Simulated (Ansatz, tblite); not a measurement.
Cost and result up the ladder for (LiSH)2 ring (Li₂H₂S₂) (6 atoms). Charge 0, multiplicity 1. Geometry: PBE-D4/def2-TZVP.

Cartesian coordinates in Å:
```
Li 0.315 -0.679 1.129
S -0.344 -1.769 -0.812
Li 0.363 0.400 -1.242
S 1.212 1.411 0.667
H -1.672 -1.519 -0.725
H 0.125 2.155 0.983
```

Ansatz on 4 threads of Arm Neoverse V2 on a shared host; xTB runs through tblite on one thread. Times are rough, summed over both states, and most runs start from the orbitals of an earlier one. PBE0-D4/def2-TZVP serves as the yardstick here, not as an exact answer. The other state is a triplet.

The xTB rows come from tblite.

xTB has no spin-polarisation term.

| level | functions | vertical triplet (eV) | difference from PBE0-D4/def2-TZVP (eV) |
| --- | --- | --- | --- |
| r2SCAN-D4/def2-TZVP | 114 | 4.56 | -0.13 |
| PBE-D4/def2-TZVP (with forces) | 114 | 4.28 | -0.41 |
| GFN1-xTB | 30 | 4.02 | -0.67 |
| GFN2-xTB | 28 | 4.10 | -0.59 |
| PBE0-D4/def2-TZVP | 114 | 4.69 | 0.00 |

Question: Estimate how long each takes.

Answer: GFN1-xTB 0.006 s; GFN2-xTB 0.006 s; PBE-D4/def2-TZVP (with forces) 3.4 s; PBE0-D4/def2-TZVP 5.1 s; r2SCAN-D4/def2-TZVP 9 s. On shared hardware such times vary by a factor of up to 3.
